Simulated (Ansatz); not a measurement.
C$_{3}$H$_{9}$FS$_{3}$Sn (`C[S][Sn]([F])([S]C)[S]C`), charge 0, multiplicity 1.

Question: Give a relaxed structure at PBE0-D4/def2-TZVP (Ansatz 0.2.0). (Best estimate.)

Answer: Computed: 
Cartesian coordinates in Å:
```
C 2.209 0.848 -0.092
S 0.571 1.637 0.004
Sn -0.737 -0.356 0.030
F -2.516 0.376 0.130
S -0.343 -1.693 1.948
C -0.588 -0.409 3.216
S -0.534 -1.618 -1.968
C -0.905 -0.288 -3.156
H 2.401 0.223 0.780
H 2.313 0.257 -1.002
H 2.936 1.659 -0.112
H -0.287 -0.861 4.162
H 0.035 0.464 3.025
H -1.635 -0.116 3.276
H -0.701 -0.703 -4.143
H -0.265 0.578 -2.996
H -1.953 0.003 -3.099
```
Point group Cs.
This is one stationary point; other conformers may exist.
